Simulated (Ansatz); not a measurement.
Results of the Gaussian-basis code of Ansatz.

A structure relaxed at PBE0-D4/def2-TZVP, charge 0, multiplicity 1:

```tsv
atom	x (Å)	y (Å)	z (Å)
F1	-1.587	0.410	-1.982
Si2	-1.308	-0.866	-1.060
Cl3	-3.111	-1.745	-0.647
Si4	-0.259	-0.178	0.911
Si5	1.669	1.048	0.404
H6	-0.526	-1.827	-1.872
H7	0.087	-1.405	1.680
H8	-1.220	0.638	1.701
H9	1.296	2.281	-0.336
H10	2.567	0.223	-0.447
H11	2.392	1.421	1.649
```

(1) Give its formula and SMILES.

(2) Summarise the bond lengths by kind.

Answers

(1) ClFH6Si3, `F[SiH](Cl)[SiH2][SiH3]`.

(2) 1 × F–Si 1.598 Å; 1 × Cl–Si 2.048 Å; 2 × Si–Si 2.337 to 2.340 Å; 6 × H–Si 1.482 to 1.489 Å.
